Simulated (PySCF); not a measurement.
# One molecule, several mistakes: BCH6OSi

All numbers below are calculated, not measured. The program is PySCF 2.14.0, an open-source quantum chemistry code, run on an isolated molecule that a program drew, which may never have been made. The molecule is BCH6OSi (charge 0, doublet), drawn as the SMILES string `B[SiH]OC`.

Each row is a Hartree-Fock (HF) and frozen-core CCSD(T) single point in the cc-pV(D+d)Z basis, meant for a local HF minimum. Run 1 is clean. Each other run has one planted mistake out of seven kinds, and not every kind appears here: one electron removed, one electron added, multiplicity raised by two, geometry at a saddle point, minimal basis STO-3G, one bond length entered in bohr, all coordinates scaled. The reference is restricted for singlets and unrestricted otherwise, and also for a bond in bohr. Adding or removing an electron swaps singlet and doublet. Electrons count all cores. HOMO and LUMO are orbital energies over both spins, the gradient is its largest component, and the lowest frequency (negative if imaginary) is given only where the gradient is small. Bond lengths are over the 9 bonds as drawn. T1 is the CCSD diagnostic: over 0.02 (restricted) or 0.045 (unrestricted) a single reference is doubtful.

Geometry of the clean run:
```xyz
10
BCH6OSi, angstrom
B    -0.8803   -0.6557    2.2376
Si   -0.8521   -0.0757    0.4164
O    -0.3730   -0.9410   -0.8806
C     0.1064   -2.2646   -0.9148
H    -1.2679    0.1261    3.0610
H    -0.5261   -1.7568    2.5543
H    -1.2566    1.2396   -0.1022
H    -0.6382   -2.9624   -0.5270
H     0.3193   -2.5147   -1.9520
H     1.0229   -2.3651   -0.3302
```

```
run  electrons  basis functions  <S^2>  HOMO (eV)  LUMO (eV)  gradient (hartree/bohr)  lowest frequency (cm^-1)  mean bond (Å)  longest bond (Å)      T1  HF (hartree)  CCSD(T) (hartree)                          mistake
  1         39               95  0.759      -7.77       0.99                  1.4e-05                        60         1.3435             1.912  0.0162    -429.81571         -430.38002                         no fault
  2         38               95  0.000     -17.89      -6.28                  9.2e-02                         -         1.3435             1.912  0.0205    -429.55840         -430.10766             one electron removed
  3         39               95  0.762      -7.67       0.89                  4.1e-02                         -         1.4322             2.038  0.0198    -429.78063         -430.35890           all coordinates scaled
  4         39               95  1.472      -7.87       0.87                  2.4e-02                         -         1.4515             2.063  0.0558    -429.69135         -430.25514  one bond length entered in bohr
  5         39               95  3.767      -5.02      -2.26                  1.2e-01                         -         1.3435             1.912  0.0244    -429.60359         -430.16392       multiplicity raised by two
  6         39               30  0.755      -4.55       5.55                  4.5e-02                         -         1.3435             1.912  0.0242    -424.64751         -424.86664                                ?
```

**Which mistake was planted in run 6, and what did it cost?**

It has 30 basis functions where the clean run has 95, with the same electrons and geometry. So the mistake is: minimal basis STO-3G. Subtracting run 1 and multiplying by 627.51 kcal/mol a hartree, the energy moved by 3243.1 kcal/mol in HF and 3459.7 kcal/mol in CCSD(T).

Cautions from the logs. Run 2: T1 is over the limit, so its CCSD(T) energy is less reliable; run 4: T1 is over the limit, so its CCSD(T) energy is less reliable.
